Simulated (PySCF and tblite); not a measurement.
C6H6O2S, numbered as in [CH3:1][O:2][C:3](=[O:4])[c:5]1[cH:6][cH:7][cH:8][s:9]1. Free energies: B3LYP-D3(BJ)/def2-SVP (IEF-PCM, chloroform) on GFN2-xTB structures plus GFN2-xTB thermal terms, symmetry and mirror images included. Conformers within 3 kcal/mol (GFN2-xTB free energy) were kept, 10 at most. GIAO shieldings: B97-2/pcSseg-1 (IEF-PCM, chloroform). Shifts are against TMS (¹H), TMS (¹³C) at the same level. Codes: tblite and PySCF.

Torsions listed: C1–O2–C3–O4, O2–C3–C5–S9.

Two conformers hold nearly all the population. I: 0°, 0°; δ(C5) = 138.68 ppm. II: 0°, 180°; δ(C5) = 141.24 ppm. The average over the ensemble at 298.15 K is 139.67 ppm.

Q: What populations and free-energy difference follow from a two-state model?

A: p(I) = (139.67 − 141.24)/(138.68 − 141.24) = 0.61, so K = p(II)/p(I) = 0.63 and G(II) − G(I) = −RT ln K = 0.27 kcal/mol. The weights computed directly are 61.5 % and 38.5 %.

The minima are those of GFN2-xTB; planar forms about aryl–S or allylic bonds may be saddles in DFT.


Conformer gaps in def2-SVP on xTB geometries can be 2 kcal/mol too large for S=O, P=O and other polar bonds.